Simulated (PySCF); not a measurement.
C9H8N (doublet state).
Cartesian coordinates in Å at the PBE0-D3(BJ)/def2-SVP level; atoms count from 1:
```xyz
18
C9H8N angstrom
C     -1.418   -1.013   -0.357
C     -2.308    0.009   -0.378
C     -1.952    1.313    0.099
C     -0.647    1.596    0.462
C      0.345    0.604    0.431
C      1.724    0.843    0.592
C      2.636   -0.145    0.280
N      2.281   -1.329   -0.327
C      1.037   -1.637   -0.396
C     -0.064   -0.836    0.249
H     -1.689   -2.005   -0.732
H     -3.310   -0.150   -0.786
H     -2.703    2.106    0.100
H     -0.359    2.619    0.722
H      2.074    1.835    0.890
H      3.710    0.021    0.401
H      0.759   -2.559   -0.928
H     -0.132   -1.260    1.292
```

Computed with PBE0-D3(BJ)/def2-SVP geometry optimisation, gas phase in PySCF.

Masses are those of the commonest isotopes; rigid-rotor values at the optimised geometry. The values belong to one conformer with, in the numbering `[CH:1]1[CH:2]=[CH:3][CH:4]=[C:5]2[CH:6]=[CH:7][N:8]=[CH:9][C@H:10]12`, C10–C1–C2–C3 4°, C2–C3–C4–C5 -3°, C4–C5–C6–C7 -167°, C6–C7–N8–C9 -13°.

(1) Give the principal moments of inertia and the rotational constants in MHz.

(2) What kind of rotor is it?

(3) Is it planar, by Δ = Ic − Ia − Ib?

(4) Predict some low-J microwave lines.

Results:

(1) Ia = 168.26, Ib = 410.36, Ic = 565.29 u·Å²; 505379 MHz·u·Å²/I gives A = 3004, B = 1232, C = 894.0 MHz.

(2) An asymmetric top: κ = (2 × 1232 − 3004 − 894.0)/(3004 − 894.0) = -0.68.

(3) Not planar: Δ = Ic − Ia − Ib = -13.33 u·Å². For a rigid frame Δ = −2 Σ m c², so Σ m c² = 6.66 u·Å² lies off the ab plane: 2.75 from hydrogen and 3.91 from heavier atoms. The atom farthest from that plane is 1.55 Å away.

(4) The dipole components are |μa| = 1.95 D, |μb| = 0.46 D, |μc| = 0.61 D. The squared components, which scale the intensities, stand as 1.00 : 0.06 : 0.10 (a : b : c). Some lines, for components of 0.1 D or more:

| type | branch | J(Ka,Kc) | MHz | lower level (cm⁻¹) |
| --- | --- | --- | --- | --- |
| b | Q | 1(1,0) ← 1(0,1) | 2110 | 0.071 |
| a | R | 1(0,1) ← 0(0,0) | 2126 | 0.000 |
| b | R | 2(0,2) ← 1(1,1) | 2435 | 0.130 |
| b | Q | 3(2,1) ← 3(1,2) | 5053 | 0.523 |
| b | R | 3(1,3) ← 2(0,2) | 7323 | 0.211 |
| c | R | 2(2,0) ← 1(1,0) | 9949 | 0.141 |
| c | R | 3(2,1) ← 2(1,1) | 11907 | 0.294 |
| c | R | 3(2,2) ← 2(1,2) | 12706 | 0.261 |
| b | R | 3(2,1) ← 2(1,2) | 12920 | 0.261 |
| b | R | 3(3,1) ← 2(2,0) | 16063 | 0.473 |

For this open shell read J as N, the rotation without spin; fine and hyperfine splittings come on top. Whether it is a minimum is left open (no frequencies). ⟨S²⟩ = 0.844 (exact for a doublet: 0.75). Zero-point vibration and centrifugal distortion are left out. Quadrupole hyperfine structure (14N) is left out.
